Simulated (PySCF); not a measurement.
# Two-component Hartree-Fock for Tc (technetium, neutral)

Start: [Kr] 4d5 5s2; 4d5/2 filled at m_j = -3/2, -1/2, +1/2, +3/2, +5/2. Calculated with PySCF 2.14 in x2c-TZVPall-2c with one added diffuse shell each of s, p, d type (9s10p8d1f, 86 functions): generalised Hartree-Fock with the X2C-1e Hamiltonian and a Gaussian nucleus; one run each with spin-orbit coupling (SO) switched off, then screened by Boettger's factors. This is a chosen level, not necessarily the ground level.

```csv
spinor shell,electrons,"ε, spin-free (eV)","ε, screened SO (eV)",weight of nominal j (screened SO),"rms radius, screened SO (bohr)"
1s1/2,2,-21160.0,-21158.7,1.000,0.0394
2s1/2,2,-3096.6,-3096.2,1.000,0.162
2p1/2,2,-2764.7,-2846.4,1.000,0.141
2p3/2,4,-2764.7,-2726.5,1.000,0.145
3s1/2,2,-572.84,-572.75,1.000,0.442
3p1/2,2,-460.93,-475.14,1.000,0.439
3p3/2,4,-460.93,-454.25,1.000,0.450
3d3/2,4,-279.98,-282.48,0.965,0.433
3d5/2,6,-279.98,-278.24,0.977,0.437
4s1/2,2,-89.886,-89.869,1.000,1.13
4p1/2,2,-56.269,-61.842,0.658,1.26
4p3/2,4,-56.269,-53.544,0.829,1.27
4d5/2,5,-14.191,-14.187,0.576,1.80
5s1/2,2,-6.660,-6.660,1.000,3.88
```

```
   quantity    spin-free  screened SO
E (hartree)  -4282.77402  -4283.32810
        M_J          5/2          5/2
       ⟨J²⟩        8.793        8.793
       ⟨L²⟩        0.000        0.018
       ⟨S²⟩        8.793        8.782
```

Each row is a mean over spinors that exchange with the open shell spreads, by up to 9.499 eV (4p3/2).

Rows whose weight is well below 1 are mixtures of j = l ± 1/2: exchange outweighs spin-orbit coupling there, and the label is only the starting occupation.

Breit and QED terms are absent; they matter most for the inner s and p1/2 levels.

Densities and radii are taken from the X2C orbitals without a picture-change correction, which distorts them close to the nucleus.

Without spin-orbit coupling the j labels of p, d and f shells carry no meaning; the spin-free column gives the mean over the occupied spinors of each nl shell.
